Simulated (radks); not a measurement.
Dispersion coefficients C6 (hartree bohr^6) between ground-configuration atoms and ions, from the Casimir-Polder integral (3/pi) of alpha_A(iw) alpha_B(iw). All-electron calculation, non-relativistic Kohn-Sham, LB94 model potential, spin-polarised, spherical densities, point nucleus; open shells are filled with parallel spins first (spin-orbit coupling, left out, can overturn this in heavy ions). Program: a radial shooting solver on a logarithmic mesh with Libxc functionals. Response by self-consistent Sternheimer equations with the Hartree and adiabatic LDA kernel. For heavy and open-shell atoms this level of theory can miss by tens of per cent.

C6,I+,Zr,C,In
I+,173.6,,,
Zr,411.1,1264,,
C,88.84,222.7,46.18,
In,280.3,792.0,149.0,509.8

Static polarisabilities (bohr^3): I+ ([Kr] 4d10 5s2 5p4) 20.22, Zr ([Kr] 4d2 5s2) 99.74, C ([He] 2s2 2p2) 11.92, In ([Kr] 4d10 5s2 5p1) 53.69. The combination rule 2 Ca Cb / ((alpha_b/alpha_a) Ca + (alpha_a/alpha_b) Cb) gives 271.1 for I+-In, against 280.3 from the integral.
